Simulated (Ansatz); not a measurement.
**Pulling the pair apart**

The pair of CO (SMILES [C-]#[O+], atoms 1–2) and H₂ (SMILES [H][H], atoms 3–4), both closed shells, in one local arrangement (a lower one may exist), relaxed at PBE0-D4/def2-TZVP:

C1  (0.106, 0.115, -1.459)
O2  (0.273, 0.103, -2.569)
H3  (-0.208, -0.147, 2.385)
H4  (-0.171, -0.070, 1.643)
(Å)

H₂ is shifted rigidly along the line between the mean atom positions of the two fragments (negative: closer). Counterpoise interaction energies in kcal/mol. Program: Ansatz 0.2.0. Basis: def2-TZVPPD. Cores are frozen in the correlated methods.

| shift (Å) | MP2 | PBE-D4 | wB97M-V |
| --- | --- | --- | --- |
| -0.31 | -0.02 | -0.29 | -0.02 |
| -0.16 | -0.15 | -0.37 | -0.14 |
| 0.00 | -0.21 | -0.39 | -0.19 |
| 0.16 | -0.22 | -0.37 | -0.19 |
| 0.37 | -0.20 | -0.31 | -0.18 |
| 0.78 | -0.14 | -0.21 | -0.13 |
| 1.56 | -0.06 | -0.08 | -0.06 |
| 3.12 | -0.02 | -0.02 | -0.01 |

(1) What does CCSD(T) give at these shifts? (To be estimated.)

T1 diagnostic: at most 0.017.

Answers

(1) The calculation gives: -0.03, -0.16, -0.21, -0.22, -0.20, -0.14, -0.06, -0.01 kcal/mol. For zero shift, CCSD(T) at an estimated basis limit (MP2 extrapolated from triple and quadruple zeta, plus CCSD(T) − MP2 in triple zeta) gives -0.24 kcal/mol. These are counterpoise interaction energies, counted from the two frozen fragments.

For scale, one of the runs: CCSD(T)/def2-TZVPPD, 111 basis functions, launched by `ansatz run in.yaml --threads 2 --pin off --events-out ev --progress --plain --max-ram 5222MiB`. The run took about 1.5 s on 2 CPU threads (shared host).
